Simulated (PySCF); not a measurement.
# Distorted geometries of Bi(NH2)3

Bi(NH2)3 (singlet). PySCF 2.14.0, RKS B3LYP, Bi def2-SVP with ECP60, N def2-SVP, H def2-SVP; non-relativistic Hamiltonian with scalar-relativistic core potentials where named; density fitting; no spin-orbit coupling. Relaxed geometry:

```xyz
10

Bi    0.0000    0.0000   -1.1529
N     1.8503    0.0000   -0.0770
H     1.9450    0.0000    0.9328
H     2.7388    0.0000   -0.5661
N    -0.9252    1.6024   -0.0770
H    -0.9725    1.6844    0.9328
H    -1.3694    2.3719   -0.5661
N    -0.9251   -1.6024   -0.0770
H    -0.9725   -1.6844    0.9328
H    -1.3694   -2.3719   -0.5661
```

Question: Order these distorted geometries by energy above the relaxed one, lowest first.
A.
```xyz
10

Bi    0.1110   -0.1721   -1.2959
N     1.7697    0.0815   -0.2929
H     1.9795    0.0909    1.1832
H     2.5858   -0.1108   -0.5051
N    -0.9685    1.6231   -0.0195
H    -1.0367    1.6486    0.9902
H    -1.2290    2.4845   -0.5827
N    -0.8050   -1.6977   -0.3028
H    -0.9332   -1.6650    1.0180
H    -1.4735   -2.2831   -0.4763
```
B.
```xyz
10

Bi    0.0031   -0.0025   -0.9959
N     1.8957   -0.0181   -0.1155
H     1.9794   -0.0839    0.8101
H     2.6950    0.1137   -0.4604
N    -0.8858    1.6987    0.0253
H    -1.0072    1.7008    0.9052
H    -1.3650    2.3428   -0.6426
N    -1.1262   -1.6947   -0.0848
H    -0.8130   -1.7091    1.0024
H    -1.3762   -2.3476   -0.7275
```
C.
```xyz
10

Bi    0.0422   -0.1015   -1.1198
N     2.0873   -0.0963    0.0639
H     1.8243    0.0877    1.0589
H     2.7118    0.1629   -0.2933
N    -0.7582    1.6446   -0.3145
H    -0.7133    1.6997    0.6810
H    -1.4933    2.3996   -0.6556
N    -1.0977   -1.7362   -0.0838
H    -1.0137   -1.6367    1.0778
H    -1.5895   -2.4237   -0.6985
```

Answer: B (2.22 eV), C (3.99 eV), A (5.47 eV).

Question: Which forces (eV/Å) act in the one that lies 3.99 eV up?

Answer: 
```
Bi    1.42  -1.79  -0.79
N   -25.47 -10.17  13.31
H     1.27   0.12  -1.40
H    22.19   9.90 -12.29
N    -2.07   3.07  -0.49
H    -0.02   0.26   1.05
H     1.90  -2.44   0.56
N     1.38   1.98   2.87
H    -1.02  -1.37  -4.39
H     0.41   0.45   1.55
```
Forces carry noise of the integration grid, about 0.01 to 0.03 eV/Å.

No frequency check is given that shows the relaxed geometry to be a minimum, and it was reached by following one of several unstable modes of a saddle point.
